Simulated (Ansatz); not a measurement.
Input file for Ansatz (a quantum-chemistry and plane-wave program): R-r2SCAN/def2-TZVPPD on CH8GeO2 (a complex), monomers drawn apart or pushed together. Files ending in .json are basis or fitting sets from the Basis Set Exchange.

Ansatz 0.2 input:
```yaml
crystal:
  periodic: [false, false, false]
  atoms:
    - {symbol: O, position_ang: [1.00359382, -0.95433350, -0.00968551]}
    - {symbol: Ge, position_ang: [-0.47690790, 0.02248636, -0.24237354]}
    - {symbol: O, position_ang: [-0.30372657, 1.59505425, 0.58343886]}
    - {symbol: H, position_ang: [1.78806361, -0.53920456, -0.38303570]}
    - {symbol: H, position_ang: [-0.67766233, 0.40253068, -1.71474951]}
    - {symbol: H, position_ang: [-1.57730660, -0.84070289, 0.38618405]}
    - {symbol: H, position_ang: [-0.19935862, 1.50038717, 1.53632849]}
    - {symbol: C, position_ang: [0.33795909, -0.10090772, 3.27010523]}
    - {symbol: H, position_ang: [0.51021532, -0.64222146, 4.19903769]}
    - {symbol: H, position_ang: [0.80734645, 0.88080071, 3.34238166]}
    - {symbol: H, position_ang: [0.77050522, -0.65476630, 2.43814195]}
    - {symbol: H, position_ang: [-0.73686975, 0.01066517, 3.12322761]}
basis:
  gaussian:
    orbitals: def2-TZVPPD.json
hamiltonian:
  xc: {name: r2SCAN}
scf: {lower_state_search: off}
```

The head of its log:

```
WARN ansatz: RAYON_NUM_THREADS=1 ignored (pool sized by the plan → 1); use --threads N
Functional definition: r2SCAN
these checks for a lower state are left out or cut short: stability, starts, cluster_reference, orbital_swaps, neighbouring_geometries, increment
integrals: 0.29 GiB planned
1387 factors; their error is unknown
mean field: 1.92 GiB planned
mean field evaluation 1: about -61764.7220 eV, gradient 9.6e1 eV
mean field evaluation 2: about -61717.6057 eV, gradient 1.8e2 eV
```

### Question
Give the final energy of this run.

### Answer
-2270.3950 hartree.
